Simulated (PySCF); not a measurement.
Acid–base and redox partners of [AlH3]. Gas-phase values, no solvent. Strings in code marks are SMILES.

Quantity: vertical ionisation energy (energy after one electron is removed minus that of the parent at the parent's geometry), in eV.

Case: `[AlH3]`. Geometry of `[AlH3]` (neutral, multiplicity 1, Å):

```xyz
4

Al     0.0000     0.0000     0.0000
H      1.5682    -0.1560    -0.0174
H     -0.6490     1.4363     0.0084
H     -0.9193    -1.2802     0.0090
```

Question: Estimate the vertical ionisation energy (energy after one electron is removed minus that of the parent at the parent's geometry) that B3LYP/6-31G* // CAM-B3LYP-D3(BJ)/def2-TZVP (PySCF) returns for this input.

Answer: 11.24 eV.
